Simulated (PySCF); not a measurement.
**`CCO/C=C(/C)CC`, C₇H₁₄O**

Molfile (atoms numbered from 1):
```
C7H14O
     RDKit          3D

 22 21  0  0  0  0  0  0  0  0999 V2000
    3.3810   -0.5776   -0.7316 C   0  0  0  0  0  0  0  0  0  0  0  0
    2.4556    0.4428   -0.0881 C   0  0  0  0  0  0  0  0  0  0  0  0
    1.1252    0.0059   -0.2573 O   0  0  0  0  0  0  0  0  0  0  0  0
    0.1568    0.8899    0.1348 C   0  0  0  0  0  0  0  0  0  0  0  0
   -1.1404    0.6095    0.0636 C   0  0  0  0  0  0  0  0  0  0  0  0
   -2.1757    1.6055    0.4882 C   0  0  0  0  0  0  0  0  0  0  0  0
   -1.6306   -0.7270   -0.4224 C   0  0  0  0  0  0  0  0  0  0  0  0
   -1.9567   -1.6641    0.7418 C   0  0  0  0  0  0  0  0  0  0  0  0
    3.2462   -1.5479   -0.2617 H   0  0  0  0  0  0  0  0  0  0  0  0
    4.4153   -0.2653   -0.6176 H   0  0  0  0  0  0  0  0  0  0  0  0
    3.1497   -0.6709   -1.7894 H   0  0  0  0  0  0  0  0  0  0  0  0
    2.6845    0.5396    0.9845 H   0  0  0  0  0  0  0  0  0  0  0  0
    2.5938    1.4282   -0.5575 H   0  0  0  0  0  0  0  0  0  0  0  0
    0.5119    1.8487    0.4984 H   0  0  0  0  0  0  0  0  0  0  0  0
   -2.7795    1.2054    1.3020 H   0  0  0  0  0  0  0  0  0  0  0  0
   -1.7160    2.5323    0.8216 H   0  0  0  0  0  0  0  0  0  0  0  0
   -2.8463    1.8279   -0.3417 H   0  0  0  0  0  0  0  0  0  0  0  0
   -0.8539   -1.1826   -1.0375 H   0  0  0  0  0  0  0  0  0  0  0  0
   -2.5252   -0.5880   -1.0342 H   0  0  0  0  0  0  0  0  0  0  0  0
   -2.7539   -1.2541    1.3581 H   0  0  0  0  0  0  0  0  0  0  0  0
   -2.2766   -2.6347    0.3693 H   0  0  0  0  0  0  0  0  0  0  0  0
   -1.0758   -1.8045    1.3636 H   0  0  0  0  0  0  0  0  0  0  0  0
  1  2  1  0
  2  3  1  0
  3  4  1  0
  4  5  2  0
  5  6  1  0
  5  7  1  0
  7  8  1  0
  1  9  1  0
  1 10  1  0
  1 11  1  0
  2 12  1  0
  2 13  1  0
  4 14  1  0
  6 15  1  0
  6 16  1  0
  6 17  1  0
  7 18  1  0
  7 19  1  0
  8 20  1  0
  8 21  1  0
  8 22  1  0
M  END
```

Method: GIAO HF/pcSseg-1 magnetisability, rotational g tensor and spin-rotation constants, non-relativistic, gas phase in PySCF. Geometry: GFN2-xTB.

**Question.** How diamagnetic is it, and how anisotropic?

**Answer.** Isotropic -1451 × 10⁻³⁰ J/T², or -87.4 × 10⁻⁶ cm³/mol; principal values -1525, -1457, -1372 × 10⁻³⁰ J/T², anisotropy 133 × 10⁻³⁰ J/T² (root of half the summed squared differences of the principal values). The susceptibility is in cgs units.

**Question.** Split it along the inertial axes a, b, c into diamagnetic and paramagnetic parts about the centre of mass, with the quadrupole moment.

**Answer.** 
```tsv
axis	χ (10⁻⁶ cm³/mol)	diamagnetic (10⁻⁶ cm³/mol)	paramagnetic (10⁻⁶ cm³/mol)	summed x² of all electrons (Å²)	quadrupole Θ (D Å)
a	-87.7	-494.6	406.9	301.2	+5.34
b	-84.2	-1392.5	1308.3	89.5	-1.06
c	-90.3	-1657.4	1567.2	27.1	-4.28
```
Anisotropies 2χaa − χbb − χcc = -1.0 and 2χbb − χaa − χcc = +9.6 × 10⁻⁶ cm³/mol. Θ is traceless in Buckingham's convention.

**Question.** And the rotational g tensor?

**Answer.** 
| axis | rotational constant (GHz) | g | nuclear part | electronic part |
| --- | --- | --- | --- | --- |
| a | 3.4832 | -0.0085 | 0.6573 | -0.6658 |
| b | 0.9955 | -0.0023 | 0.6096 | -0.6119 |
| c | 0.8271 | +0.0012 | 0.6101 | -0.6089 |

Asymmetric top; isotopes 12C, 1H, 16O; no vibrational averaging.
